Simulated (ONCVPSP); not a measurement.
# Sn (Z = 50): one change to an ONCV potential, before and after

Sn (Z = 50), optimised norm-conserving Vanderbilt (ONCV), made with ONCVPSP 4.0.1 (PBE, non-relativistic). Core [Kr] 4d10, reference 5s2 5p2. Waves: 5s: rc 2.00 bohr, ncon 4, nbas 9, qcut 3 1/bohr, 3 projectors, debl 2.1 Ha; 5p: rc 2.85 bohr, ncon 4, nbas 9, qcut 3.1 1/bohr, 2 projectors, debl 2.6 Ha; d scattering state at 0.44 Ha: rc 2.95 bohr, ncon 4, nbas 8, qcut 2.8 1/bohr, 1 projector. Local part: polynomial inside 1.55 bohr (lpopt 5, dvloc0 0 Ha). Core correction: Teter function fitted to the true core (icmod 2), fcfact 0.4.

Change: local potential polynomial inside 1.55 bohr (lpopt 5, dvloc0 7.5 Ha).

Cutoffs: the cutoffs (Ha) at which the residual kinetic energy of the hardest occupied pseudo-wave falls to 1 and 0.1 mHa per electron; they do not see the model core or the augmentation charge, which bear on the density cutoff. Errors are all-electron minus pseudo energies relative to the spin-unpolarised reference configuration.

Question: Predict the effect on cutoff, ghosts and configuration errors.

Answer: The potential gets neither clearly harder nor softer (8.7 Ha and 46 Ha → 8.7 Ha and 46 Ha); the errors of the 4 common tests hardly move; the range in which the p phases agree widens (upper end 1.7 → 4.2); neither file shows a bound ghost.

```csv
quantity,base,changed
"cutoff, loose",8.7 Ha,8.7 Ha
"cutoff, tight",46 Ha,46 Ha
bound ghosts,none,none
GHOST(+) flags under 300 eV,"p at 84.1 eV, s at 89.7 eV",s at 174.7 eV
"error for 5s2 5p1, meV [ΔE 6.94 eV]",-1.9,-2.0
"error for 5s2 5p0, meV [ΔE 20.89 eV]",-40,-40
"error for 5s1 5p0, meV [ΔE 50.65 eV]",-238,-238
"error for 5s2 5p1.5, meV [ΔE 2.65 eV]",0.0,0.0
s: phases at 2.03 bohr within 0.05 rad from the reference energy up to (Ha; the scan ends near 5),to the end of the scan,4.9
p: phases at 2.89 bohr within 0.05 rad from the reference energy up to (Ha; the scan ends near 5),1.7,4.2
d: phases at 3.00 bohr within 0.05 rad from the reference energy up to (Ha; the scan ends near 5),1.1,1.4
"rms error of d²Exc/dni dnj with the model core, mHa",0.57,0.57
```

Base: The cutoffs count occupied waves only; projector 3 of the s channel, the hardest unoccupied one, needs 85 Ha at the loose tolerance. Changed file: The cutoffs count occupied waves only; projector 3 of the s channel, the hardest unoccupied one, needs 85 Ha at the loose tolerance.
